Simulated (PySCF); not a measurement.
Polarisability and C₆ of Ba (barium, neutral)

[Xe] 5d2, high-spin 3F determinant (an excited configuration). Computed with PySCF 2.14 in ANO-RCC-VTZP, with scalar relativity by spin-free X2C-1e. Coupled (time-dependent) response in atomic units; α is the mean over directions. The basis has no added diffuse functions, which lowers α and C₆.

```
method  mean α (bohr³)         α xx, yy, zz  C₆ (like pair)     S(−4)
   UHF            1483     1483, 1483, 1483           13630  25260000
   PBE           579.3  578.8, 578.8, 580.4            4735   2396000
  PBE0           574.9  574.6, 574.6, 575.7            4922   2110000
```

S(−4) is the Cauchy moment in α(ω) = α(0) + S(−4) ω² + …

Spin-orbit coupling is absent.

α(iu) at PBE0:

| u (hartree) | α(iu) (bohr³) |
| --- | --- |
| 0 | 574.9 |
| 0.0500 | 89.30 |
| 0.100 | 51.10 |
| 0.200 | 34.84 |
| 0.300 | 26.76 |
| 0.500 | 17.18 |
| 0.750 | 11.02 |
| 1.00 | 7.666 |
| 1.50 | 4.319 |
| 2.00 | 2.772 |
| 3.00 | 1.434 |
| 5.00 | 0.6008 |

A single London oscillator, α(iu) = α/(1 + u²/ω²), gives C₆ = (3/4) ω α². Matching the computed C₆ needs ω = 4 × 4922 / (3 × 574.9²) = 0.0199 hartree.

The components differ because the open shell of this determinant is not spherical; for a pure term their mean is the scalar polarisability.

Spin-orbit coupling, absent here, splits the open shell strongly.
